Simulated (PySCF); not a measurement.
C₂H₂F₃, SMILES FC([CH2])(F)F, multiplicity 2. The structure is a stationary point at B3LYP-D3(BJ)/def2-SVP. The isomer is the one that the SMILES or the coordinates give; other isomers of the formula were not compared.

Task: Give the equilibrium geometry at B3LYP-D3(BJ)/def2-SVP (PySCF confirms it by a frequency run) as bond lengths and angles, and its point group. (Estimate from the structure and the level; the computed values follow.)

Result: point group Cs.
Atoms: C1 C2 F3 F4 F5 H6 H7. Bond lengths (Å): C1–C2 1.483, C1–H6 1.090, C1–H7 1.090, C2–F3 1.344, C2–F4 1.344, C2–F5 1.353. Bond angles (°): C2–C1–H6 119.0, C2–C1–H7 119.0, H6–C1–H7 121.3, C1–C2–F3 111.6, C1–C2–F4 111.6, C1–C2–F5 111.7, F3–C2–F4 107.9, F3–C2–F5 106.8, F4–C2–F5 106.8.
Charge 0, spin multiplicity 2.
